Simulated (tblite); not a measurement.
Compound: C₅H₉O₂S (doublet state).
Cartesian coordinates in Å at the GFN2-xTB level; atoms count from 1:
```
atom  x, y, z in Å
C1     2.1765    0.0942   -0.5300
C2     0.9228   -0.2596    0.2267
C3    -0.0112   -1.1679   -0.3727
C4    -1.3672   -1.1123    0.2456
C5    -1.8207    0.3498    0.2018
S6    -0.2305    1.2863    0.3563
O7    -0.0800    2.1364   -0.7950
O8    -0.1416    1.9059    1.6539
H9     2.7122    0.8880   -0.0155
H10    2.8296   -0.7726   -0.6159
H11    1.9186    0.4458   -1.5261
H12    1.0966   -0.4293    1.2909
H13    0.0890   -1.4414   -1.4095
H14   -2.0751   -1.7580   -0.2740
H15   -1.3113   -1.4279    1.2921
H16   -2.4697    0.6446    1.0184
H17   -2.2449    0.6301   -0.7568
```

Level: GFN2-xTB in tblite, geometry and Hessian alike; calculated harmonic values, unscaled, isolated species. The method is semi-empirical: single wavenumbers can be off by several per cent or more. One conformer, not necessarily the lowest. Open shells enter through the occupations alone, without spin polarisation, and single modes of such species can be off by tens of per cent.

Harmonic wavenumbers (cm⁻¹): 58.3, 123.3, 168.7, 199.7, 206.9, 281.8, 333.4, 376.2, 411.3, 461.4, 502.3, 523.1, 616.1, 700.2, 805.0, 891.5, 943.5, 972.5, 988.3, 1017.5, 1054.0, 1086.4, 1112.1, 1119.9, 1143.4, 1192.5, 1217.2, 1237.5, 1242.4, 1273.9, 1373.1, 1402.0, 1419.6, 1467.9, 1470.8, 1484.4, 2935.3, 2942.3, 3001.1, 3021.9, 3038.6, 3046.4, 3050.4, 3052.4, 3108.3.

A = 2174, B = 2048, C = 1388 MHz; mass 133.032 u (most abundant isotopes); point group C1, symmetry number 1; spin multiplicity 2.

Task: What is the zero-point energy?

Result: ½Σν̃ = 29037 cm⁻¹ = 347.36 kJ/mol.

Task: Give the ideal-gas entropy at 298.15 K and 1 bar in the rigid-rotor, harmonic-oscillator model (classical rotation).

Result: Translation 169.85, rotation 118.59, vibration 96.43, spin (R ln 2) 5.76: S = 390.6 J/(mol K).

Task: And Cp and H(298.15 K) − H(0)?

Result: Cp = 146.15 J/(mol K), of which vibrations give 112.90 (their classical limit is 45 R = 374.2); H(298.15 K) − H(0) = 26.10 kJ/mol without the zero-point energy, 16.18 from vibrations.

Task: What must be added to the electronic energy to get the Gibbs energy at 298.15 K and 1 bar?

Result: ZPE + [H(298.15 K) − H(0)] − T·S = 347.36 + 26.10 − 116.47 = 256.99 kJ/mol.

Task: How do the functions run with temperature in this model?

Result: 
```tsv
T (K)	S (J/(mol K))	Cp (J/(mol K))	H − H(0) (kJ/mol)	G − H(0) (kJ/mol)	ln q(vib)
150	312.2	88.9	8.71	-38.12	1.93
250	366.6	127.3	19.52	-72.13	4.02
400	439.0	184.4	42.97	-132.64	7.32
600	525.6	242.7	86.07	-229.30	11.78
900	635.2	296.9	167.73	-403.99	18.18
```

q(vib) and H(0) count from the zero-point level.

Task: Which modes carry the vibrational entropy at 298.15 K?

Result: 58.3 cm⁻¹: 18.89; 123.3 cm⁻¹: 12.75; 168.7 cm⁻¹: 10.25; 199.7 cm⁻¹: 8.94; 206.9 cm⁻¹: 8.66; 281.8 cm⁻¹: 6.37 J/(mol K); the other 39 give 30.57 together.

Hindered rotation and anharmonicity are outside this model. Other conformers, if any are populated, would add a mixing term that is left out. The structure is chiral; the term R ln 2 for an equal mix with its mirror image is left out.
